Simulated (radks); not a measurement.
The titanium ion Ti4+, [Ar]. All-electron calculation, non-relativistic Kohn-Sham, r2SCAN, spin-polarised, spherical densities, point nucleus; meta-GGA in the generalised Kohn-Sham scheme. Program: a radial shooting solver on a logarithmic mesh with Libxc functionals. Every spin shell is full or empty, so the densities are truly spherical. Functionals are evaluated on that one density, not self-consistently. Rank these exchange functionals by their error against the exact value of the orbitals, and give that value: LDA, B88, revPBE, PW91, OPTX, AM05, SOGGA, B86b, G96, EV93, APBE, TPSS, SCAN, TASK, MVS.

Answer. Exact: -39.6930 hartree. From best to worst, with 100 (|E| - |E exact|)/|E exact| (equal figures are ties): B86b +0.01, B88 -0.04, TPSS +0.10, G96 +0.12, PW91 -0.16, MVS -0.17, OPTX +0.20, revPBE -0.23, SCAN +0.29, APBE +0.47, EV93 +0.74, TASK -2.87, SOGGA -3.31, AM05 -6.47, LDA -7.31.
